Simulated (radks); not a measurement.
The holmium ion Ho8+ is in [Kr] 4d10 4f8 5s2 5p3. Calculated with a radial shooting solver on a logarithmic mesh with Libxc functionals: non-relativistic Kohn-Sham, PBE, spin-polarised, spherical densities, point nucleus. Open shells are filled with parallel spins first. One electron is removed from 5s, 5p, 4d, 4f in turn, with full relaxation. Which removal costs least, and what does each cost?

Answer. 5p 144.92 eV; 4f 149.55 eV; 5s 160.77 eV; 4d 308.25 eV. The 5p electron leaves first.
